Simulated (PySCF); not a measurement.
Some computed properties have been withheld. Give your best values.

Species: C₅H₂FN₃.
Numbering: `[N:1]#[C:2][C:3]([C:4]#[N:5])([C:6]#[N:7])[CH2:8][F:9]` (hydrogens: H10, H11 on C8)

Conformer (atom-mapped SMILES and torsion angles): `[N:1]#[C:2][C:3]([C:4]#[N:5])([C:6]#[N:7])[CH2:8][F:9]`: C2–C3–C8–F9 -60°.

```csv
property,level,value
point group of the GFN2-xTB geometry,GFN2-xTB,Cs
"rotational constants A, B, C of the GFN2-xTB geometry",GFN2-xTB,"1.770, 1.479, 1.332 GHz"
dipole moment,PBE0/def2-SVPD,?
HOMO energy,PBE0/def2-SVPD,-10.89 eV
LUMO energy,PBE0/def2-SVPD,-1.50 eV
lowest singlet excitation,TDDFT PBE0/def2-SVPD,?
strongest line among the 6 lowest singlet transitions,TDDFT PBE0/def2-SVPD,"S5 at 7.94 eV (156 nm, f = 0.017)"
lowest triplet excitation (Tamm–Dancoff),TDA PBE0/def2-SVPD,?
static isotropic polarisability,PBE0/def2-SVPD,66.3 au
electronic spatial extent ⟨r²⟩ about the centre of nuclear charge,PBE0/def2-SVPD,1033 bohr²
13C chemical shifts (computed TMS as zero) by class,GIAO PBE0/pcSseg-1,"112.5 (C2/C4/C6), 88.2 (C8), 26.4 (C3) ppm"
1H chemical shifts (computed TMS as zero) by class,GIAO PBE0/pcSseg-1,?
"isotropic shieldings of nuclei other than C and H, by class",GIAO PBE0/pcSseg-1,"-52 (N1/N5/N7), 408 (F9) ppm"
largest of the computed one-bond spin–spin couplings (means over like bonds),"B3LYP/pcJ-1, spin–dipole term left out for some pairs",?
```

The electronic properties come from PySCF, for the isolated species, density fitting. One conformer (not necessarily the lowest) at the GFN2-xTB geometry, without solvent or vibrations. NMR classes are plain means over equivalent atoms (diastereotopic ones count apart unless rotation or inversion swaps them), as if these changed places fast; in this geometry the members of some classes differ.

Question: The lowest triplet excitation (Tamm–Dancoff)?

Answer: 6.23 eV.

Question: The 1H chemical shifts (computed TMS as zero) by class?

Answer: 5.14 (H10/H11) ppm.

Question: Give the largest of the computed one-bond spin–spin couplings (means over like bonds).

Answer: 19F–13C -265.0 (F9–C8), 13C–1H +169.0 (C8–H10 and 1 like it) Hz.

Question: Give the lowest singlet excitation.

Answer: 7.59 eV (163 nm, f = 0.000).

Question: What is the dipole moment?

Answer: 3.36 D.

A dipole of 3.36 D is allowed in Cs, and pure rotational transitions are dipole-allowed. With B = h/(8π²I), that is 505.379 GHz u Å² over I, the principal moments of inertia are 285.6, 341.7 and 379.5 u Å² (most abundant isotopes); the inertial defect Ic − Ia − Ib is -247.8 u Å² (zero for a rigid planar frame, negative otherwise). In wavenumbers S1 is 61200 cm⁻¹ (1 eV = 8065.54 cm⁻¹). The polarisability is 9.83 Å³ as a volume (1 au = 0.148185 Å³), or 1.07 au for each of the 62 electrons. The largest Löwdin shares of the HOMO are 0.15 on N5, 0.15 on N1, 0.11 on C8 and 0.10 on C4. In atomic units the dipole is 1.32 e·bohr (1 au = 2.5417 D).
